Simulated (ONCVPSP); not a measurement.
# Configuration tests for germanium (Ge) (ONCV)

- Element: germanium
- Generator: ONCVPSP 4.0.1
- Type: optimised norm-conserving Vanderbilt (ONCV)
- Functional: PBE
- Relativity: scalar-relativistic
- Frozen core: [Ar] 3d10
- Valence charge: 4
- Reference configuration: 4s2 4p2
- Partial waves: 4s: rc 1.70 bohr, ncon 3, nbas 6, qcut 3.2 1/bohr, local; 4p: rc 1.95 bohr, ncon 4, nbas 8, qcut 4.7 1/bohr, 1 projector
- Local potential: the s channel
- Core correction: Teter function, fcfact 3.5, rcfact 1.6

Energies are relative to the spin-unpolarised reference configuration 4s2 4p2; without spin polarisation the order of configurations can differ from experiment.

```json
{"valence configuration": "4s2 4p0", "charge": "+2", "ΔE all-electron (eV)": "22.884", "error AE − PS (meV)": "-186"}
{"valence configuration": "4s1 4p0", "charge": "+3", "ΔE all-electron (eV)": "57.675", "error AE − PS (meV)": "-634"}
{"valence configuration": "4s1 4p3", "charge": "0", "ΔE all-electron (eV)": "7.972", "error AE − PS (meV)": "-17"}
```

What are ΔE and the potential's error for 4s2 4p1?

ΔE = 7.444 eV all-electron; the error (AE − PS) is -27 meV.
